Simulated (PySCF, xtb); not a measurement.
stibine (H3Sb), SMILES [SbH3].

GFN2-xTB in xtb at its own geometry gives an orbital gap of 4.84 eV and a dipole moment of 1.20 D.

Geometry optimised at B3LYP-D3(BJ)/def2-TZVPD. The def2 effective core potentials stand for the cores of Sb; spin–orbit coupling is left out.

Task: What does PBE/def2-TZVPD in PySCF give? (Estimate from the structure and the level; the computed values follow.)

Result: gap 5.53 eV (levels -6.52 and -0.99 eV), dipole 0.38 D.
